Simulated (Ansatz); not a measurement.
`F[SiH](Cl)O[SiH2]Cl`, charge 0, multiplicity 1.

Question: Give a relaxed structure at PBE0-D4/def2-TZVP (the Gaussian-basis code of Ansatz). (Estimate.)

Answer: Ansatz gave: 
Cartesian coordinates in Å:
```
F -1.844 -1.177 0.740
Si -0.376 -0.849 1.233
Cl 0.548 -2.599 1.670
O 0.432 -0.116 0.048
Si 0.489 0.839 -1.271
Cl -0.546 2.567 -0.913
H -0.455 -0.007 2.432
H -0.148 0.156 -2.415
H 1.900 1.187 -1.522
```
This is one stationary point; other conformers may exist.
